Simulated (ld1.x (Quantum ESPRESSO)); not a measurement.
**u(r) = r·R(r): atom against pseudo-atom (Be)**

Columns: radius, all-electron u(r) and pseudo u(r) of the 2s shell (level -5.61 eV) of beryllium in the configuration [He] 2s2 2p0; PBE, scalar-relativistic, ultrasoft scheme, ld1.x (Quantum ESPRESSO) 7.5.

```
r (bohr)  all-electron   pseudo
   0.230        0.2520  -0.0697
   0.460        0.1197  -0.1479
   0.690       -0.0870  -0.2388
   0.920       -0.2755  -0.3398
   1.150       -0.4222  -0.4413
   1.380       -0.5278  -0.5303
   1.610       -0.5948  -0.5948
   1.840       -0.6290  -0.6290
   2.070       -0.6373  -0.6373
   2.300       -0.6262  -0.6262
   2.530       -0.6014  -0.6014
   2.760       -0.5674  -0.5674
   2.990       -0.5280  -0.5280
   3.220       -0.4859  -0.4859
   3.450       -0.4433  -0.4433
   3.680       -0.4016  -0.4016
   3.910       -0.3617  -0.3617
   4.140       -0.3243  -0.3243
   4.370       -0.2897  -0.2897
   4.600       -0.2579  -0.2579
   4.830       -0.2290  -0.2290
   5.060       -0.2029  -0.2029
   5.290       -0.1793  -0.1793
   5.520       -0.1581  -0.1581
   5.750       -0.1392  -0.1392
   5.980       -0.1223  -0.1223
```

How many radial nodes do the two functions have?

The all-electron 2s function has n − l − 1 = 1; the pseudo-wave has 0, since the states of the same l below it are removed with the core.

At about which radius was the pseudo-wave matched?

1.65 bohr, where the columns begin to agree (steps of 0.23 bohr).

Is the pseudo-wave norm-conserving?

No, it belongs to an ultrasoft set: the norm inside the radius is not constrained, and the difference is carried by the augmentation charge.
